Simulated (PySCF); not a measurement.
AlH5N2, SMILES [NH2][AlH][NH2].

Geometry optimised at B3LYP-D3(BJ)/def2-TZVP. The values are those of a single conformer.

These are B3LYP-D3(BJ)/def2-TZVP (PySCF 2.14.0) values and carry that method's errors.

Frequencies are harmonic and unscaled.

Computed normal modes with their intensities:
```
mode  ν (cm⁻¹)  IR (km/mol)  moving atoms (share of kinetic energy)
----  --------  -----------  --------------------------------------
1          206          2.6                 N 40 %, H 35 %, Al 25 %
2          268          0.0                                  H 98 %
3          354        106.5                 H 69 %, Al 16 %, N 16 %
4          360          0.0                          H 81 %, N 19 %
5          386        301.9                          H 88 %, N 12 %
6          523         16.0                                  H 95 %
7          538         40.0                          H 91 %, Al 9 %
8          680         19.9                          H 54 %, N 46 %
9          725         70.8                          H 81 %, N 19 %
10         773        110.6                 N 45 %, H 28 %, Al 26 %
11         879        235.1                 Al 49 %, N 38 %, H 13 %
12        1570         87.9                          H 90 %, N 10 %
13        1579         17.3                           H 91 %, N 9 %
14        1960        166.5                                  H 97 %
15        3574         26.4                                  H 96 %
16        3574          4.3                                  H 96 %
17        3656         25.8                           H 92 %, N 8 %
18        3656         11.3                           H 92 %, N 8 %
```
